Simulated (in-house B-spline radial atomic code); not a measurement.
# Sc IX (Sc8+): [Ne] 3s2 3p1

Computed with a radial B-spline atomic code at the basis-set limit: non-relativistic B3LYP, spin-polarised, spherical fractional occupations, point nucleus.

Effective charges: Z_r = [3n² - l(l+1)]/(2<r>) from the radius, Z_e = n√(-2ε) from the energy, and Slater's rules. Values are occupation-weighted means over spin.

```csv
shell,electrons,ε (eV),<r> (bohr),Z_r,Z_e,Slater
1s,2,-4575,0.07357,20.39,18.34,20.70
2s,2,-644.75,0.3431,17.49,13.77,16.85
2p,6,-562.14,0.3053,16.38,12.86,16.85
3s,2,-192.71,0.9515,14.19,11.29,11.50
3p,1,-168.58,0.9694,12.89,10.56,11.50
```

The least bound orbital is 3p up at -168.6 eV, and it is also the most diffuse (<r> = 0.9694 bohr).

Caution: exact exchange at fractional occupations of open shells leaves self-interaction of up to several eV.
